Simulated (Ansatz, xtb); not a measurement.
# Two structures of C2H9AlS

Structure I: a singlet given by its coordinates. Structure II: `C[S+](C)[AlH3-]`, a singlet. Both are isolated molecules in the gas phase, relaxed with PBE0-D4/def2-SVP.

I (Å):

```csv
atom,x (Å),y (Å),z (Å)
C,1.3961,0.3543,0.9382
C,-1.6023,-0.3279,-0.5252
Al,-0.1853,0.9703,-0.0662
S,-1.3846,2.2039,1.8902
H,1.1465,-0.3650,1.7370
H,2.0946,-0.1666,0.2591
H,1.9644,1.1821,1.3942
H,-0.0645,2.2958,-0.9650
H,-1.8218,-1.0326,0.2958
H,-1.2866,-0.9453,-1.3854
H,-2.5515,0.1498,-0.8226
H,-2.5470,2.4496,1.2461
H,-1.8878,1.1247,2.5307
```

Close contacts (Å): C1–Al3 1.97, C2–Al3 1.98, Al3–S4 2.61, C1–H5 1.10, C1–H6 1.10, C1–H7 1.10, C2–H9 1.10, C2–H10 1.10, C2–H11 1.10, Al3–H8 1.61, S4–H12 1.35, S4–H13 1.35.

II (Å):

```xyz
13

C     0.7326    0.5254   -0.6274
C    -0.3920   -0.6394    1.6402
Al   -2.0511    1.9640    0.4424
S    -0.8391   -0.1333   -0.0335
H     1.4730   -0.2834   -0.6975
H     0.5443    0.9379   -1.6278
H     1.0851    1.3270    0.0373
H     0.0128    0.2153    2.2009
H    -1.3155   -0.9871    2.1222
H     0.3333   -1.4637    1.5991
H    -3.3230    1.3475    1.1966
H    -0.8937    2.6167    1.3530
H    -2.2031    2.5065   -1.0573
```

Task: Which of the two would you expect CCSD(T)/def2-SVP + ΔMP2/def2-TZVPP electronic energies to favour?

Result: Structure I; the calculation gives E(II) − E(I) = +59.1 kJ/mol.

How the difference moves with the method:

```csv
level,geometry,E(II) − E(I) (kJ/mol),departure from the last row (kJ/mol),"job, with rough time for the two"
GFN2-xTB,GFN2-xTB,−90.7,−149.8,"optimisation, 0.38 s"
HF/STO-3G,GFN2-xTB,+68.3,+9.2,"single point, 0.32 s"
r2SCAN-D4/def2-SVP,GFN2-xTB,+64.4,+5.3,"single point, 4.4 s"
PBE0-D4/def2-SVP,PBE0-D4/def2-SVP,+57.8,−1.3,"optimisation, 84 s"
HF/def2-SVP,PBE0-D4/def2-SVP,+59.5,+0.4,part of the CCSD(T) run
MP2/def2-SVP,PBE0-D4/def2-SVP,+64.3,+5.2,part of the CCSD(T) run
CCSD(T)/def2-SVP,PBE0-D4/def2-SVP,+61.9,+2.8,single point
CCSD(T)/def2-SVP + ΔMP2/def2-TZVPP,PBE0-D4/def2-SVP,+59.1,,"single point, 26 s"
```

GFN2-xTB puts the two in the other order. The largest departure from CCSD(T)/def2-SVP + ΔMP2/def2-TZVPP is that of GFN2-xTB, 149.8 kJ/mol. The last row adds to CCSD(T) the change of the MP2 difference between the two basis sets, here −2.8 kJ/mol.

With harmonic frequencies from PBE0-D4/def2-SVP (ideal gas, rigid rotor, one conformer each, 298.15 K, 1 atm): the zero-point term adds +4.7 kJ/mol; ΔH is +60.5 and ΔG +68.9 kJ/mol.

The correlated steps freeze 12 core orbitals. Mirror images aren't counted in ΔG. Programs: Ansatz 0.2.0, xtb 6.7.1; the last row on 2 threads of Arm Neoverse V1 on a shared host.
